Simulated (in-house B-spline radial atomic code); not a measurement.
Sb⁵⁺. Computed with a B-spline radial atomic code. Model: all-electron spherical atom, spin shells full or empty, radial basis limit, no spin-orbit coupling, Breit or QED, empty-state partial waves extrapolated as (l+1/2)^-4, RPA, G0W0 and static COHSEX of the highest shell as one setting changes (uncorrelated shells keep exact exchange).

Given: element Sb; charge 5; filled core Kr; hamiltonian one-electron scalar X2C; mean-field start LDA VWN5; highest l of empty states 9; nuclear rms radius 4.6802 fm; highest mean-field shell 4d.

Shell: 4d 5 5 (electrons up and down).

| lowest nl shells left uncorrelated | RPA correlation energy (hartree) | G0W0 level (eV) | G0W0 minus most complete (meV) | COHSEX level (eV) | linearised minus solved G0W0 (meV) |
| --- | --- | --- | --- | --- | --- |
| 0 | -3.6746 | -100.2 | 0 | -104.23 | -28.7 |
| 1 | -3.4985 | -100.2 | 0.2 | -104.23 | -28.7 |
| 2 | ? | ? | ? | ? | ? |
| 3 | -2.7463 | -100.18 | 14.3 | -104.24 | -28.6 |
| 4 | ? | ? | ? | ? | ? |
| 5 | -2.0272 | -100.14 | 54.1 | -104.17 | -28.4 |
| 6 | -1.1809 | -100.04 | 157.7 | -103.92 | -27.8 |
| 7 | -1.0165 | -100.08 | 110.9 | -103.89 | -28.4 |
| 8 | -0.56867 | -100.8 | -608.2 | -104.46 | -31.9 |

What follows for lowest nl shells left uncorrelated = 2?

RPA correlation energy -3.3035 hartree; G0W0 level -100.19 eV; G0W0 minus most complete 4.5 meV; COHSEX level -104.22 eV; linearised minus solved G0W0 -28.7 meV.

What follows for lowest nl shells left uncorrelated = 4?

RPA correlation energy -2.5639 hartree; G0W0 level -100.17 eV; G0W0 minus most complete 23.4 meV; COHSEX level -104.22 eV; linearised minus solved G0W0 -28.6 meV.
